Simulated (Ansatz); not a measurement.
CBr3Cl (`ClC(Br)(Br)Br`). Charge 0, multiplicity 1.

```xyz
5

Cl    0.521   -1.385    1.010
C     0.012   -0.031    0.023
Br    1.519    0.639   -0.992
Br   -0.674    1.380    1.158
Br   -1.379   -0.602   -1.198
```

**Question.** List the harmonic frequencies (cm⁻¹, unscaled) at PBE0-D4/def2-TZVP in Ansatz. (Estimate.)

**Answer.** Ansatz gave: 141, 141, 213, 218, 218, 340, 690, 690, 767.

**Question.** Is this a minimum?

**Answer.** Yes, all 9 modes are real.

**Question.** Give the ideal-gas thermochemistry at 298.15 K and 1 bar (rigid rotor, harmonic oscillator; point group C3v, symmetry number 3).

**Answer.** Zero-point energy 20.5 kJ/mol; H(298) − E = 39.9 kJ/mol; entropy 356.5 J/(mol·K), of which translation 179.4, rotation 120.0, vibration 57.0; G(298) − E = -66.4 kJ/mol.

**Question.** And at 400, 500, 600, 800 and 1000 K?

**Answer.** 
```csv
T (K),H − E (kJ/mol),S (J/mol/K),G − E (kJ/mol)
400,49.3,383.6,-104.2
500,59.0,405.3,-143.6
600,69.1,423.6,-185.1
800,89.7,453.3,-272.9
1000,110.7,476.7,-366.0
```
